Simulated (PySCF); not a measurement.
## Sn+ (tin, charge +1) across methods

[Kr] 4d10 5s1 5p2, high-spin 4P determinant (an excited configuration). Calculation: PySCF 2.14, in aug-cc-pV5Z-PP with ECP28MDF; a scalar-relativistic core potential.

```
method  E (hartree)  mean ε 4d β (eV)  mean ε 5s α (eV)  mean ε 5p α (eV)  Σ⟨r²⟩ (bohr²)   ⟨S²⟩
r2SCAN    -213.8507           -35.133           -20.148           -12.073          44.32  3.753
 M06-L    -213.9096           -35.152           -19.436           -11.530          44.50  3.752
   UHF   -212.93454           -44.548           -24.812           -15.464          45.04  3.753
   PBE    -213.7548           -34.536           -19.572           -11.724          44.70  3.751
   M06    -213.8164           -37.614           -20.584           -12.428          44.77  3.751
  MN15    -213.2979           -37.819           -21.886           -13.273          44.59  3.752
  PBE0    -213.7767           -37.306           -21.064           -12.783          44.59  3.752
   LDA    -213.4000           -34.647           -19.822           -11.807          44.66  3.751
```

Energies and moments cover only the electrons outside the core potential.
